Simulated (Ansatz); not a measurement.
Geometry optimisation, Ansatz, RKS PBE/STO-3G.

Input:

```yaml
crystal:
  periodic: [false, false, false]
  atoms:
    - { symbol: Si, position_ang: [0.0, 0.0, 0.0] }
    - { symbol: H, position_ang: [0.0, 0.0, 1.46] }
    - { symbol: Si, position_ang: [2.0935, 0.0, -0.7393] }
    - { symbol: H, position_ang: [2.5508, -1.3762, -0.9079] }
    - { symbol: H, position_ang: [2.1573, 0.6939, -2.0222] }
    - { symbol: H, position_ang: [2.951, 0.6823, 0.2255] }
    - { symbol: Si, position_ang: [-1.0456, 1.8115, -0.7393] }
    - { symbol: H, position_ang: [-2.4302, 1.478, -1.0607] }
    - { symbol: H, position_ang: [-1.0215, 2.8436, 0.2931] }
    - { symbol: H, position_ang: [-0.3743, 2.3069, -1.9374] }
    - { symbol: F, position_ang: [-0.7489, -1.2974, -0.5295] }
basis:
  gaussian: { orbitals: STO-3G }
hamiltonian:
  xc: pbe
relax:
  f_tol: 0.02
  max_steps: 40
```

Launched with:

```bash
$ ansatz run input.yaml --threads 1 --pin off --max-ram 2048MiB --backend cpu --events-out ev --progress --plain --runs-dir out
```

**Question.** Where does it end, and by what steps?

**Answer.** It converged. The force dipped under the threshold on the way, but the program's further checks kept it going. Limits of this set-up: minimal basis. After 17 steps the energy has fallen by 0.272 eV; H8 moved furthest, 0.74 Å.

| step | energy less start (eV) | largest force component (eV/Å) | accepted |
| --- | --- | --- | --- |
| 0 | 0.0000 | 2.754 | yes |
| 1 | -0.1832 | 1.299 | yes |
| 2 | -0.2419 | 0.531 | yes |
| 3 | -0.2544 | 0.065 | yes |
| 4 | -0.2586 | 0.052 | yes |
| 5 | -0.2554 | 0.306 | no |
| 6 | -0.2585 | 0.150 | no |
| 7 | -0.2605 | 0.012 | yes |
| 8 | -0.2637 | 0.086 | yes |
| 9 | -0.2645 | 0.180 | yes |
| 10 | -0.2663 | 0.121 | yes |
| 11 | -0.2693 | 0.013 | yes |
| 12 | -0.2710 | 0.047 | yes |
| 13 | -0.2708 | 0.151 | no |
| 14 | -0.2718 | 0.029 | yes |
| 15 | -0.2718 | 0.069 | yes |
| 16 | -0.2722 | 0.032 | yes |
| 17 | -0.2724 | 0.001 | yes |

```xyz
11
Properties=species:S:1:pos:R:3
Si -0.052 -0.091 -0.214
H -0.207 -0.348 1.224
Si 2.180 -0.010 -0.663
H 2.849 -1.256 -0.319
H 2.444 0.258 -2.069
H 2.809 1.054 0.108
Si -1.100 1.877 -0.678
H -2.529 1.809 -0.407
H -0.547 2.946 0.143
H -0.935 2.269 -2.070
F -0.780 -1.364 -1.015
```

The run took 33 s on 1 thread of Arm Neoverse V2 (shared host), peak memory 0.11 GiB.
